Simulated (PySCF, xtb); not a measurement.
Hf(F)2(SH)2 (F2H2HfS2), SMILES [SH][Hf]([F])([SH])[F], multiplicity 1.

GFN2-xTB (xtb) at its own geometry gives an orbital gap of 2.61 eV and a dipole moment of 1.78 D.

Geometry: B3LYP-D3(BJ)/def2-SVP. A frequency run showed that this geometry is not a minimum. The multiplicity is an assumed one; other spin states were not compared. The def2 effective core potentials stand for the cores of Hf; spin–orbit coupling is left out. Other conformers were not sampled.

Task: What does PySCF with PBE0/def2-TZVP give? (The exact figures need the calculation; the answer reports its results.)

Result: gap 5.75 eV (levels -8.16 and -2.41 eV), dipole 0.52 D.
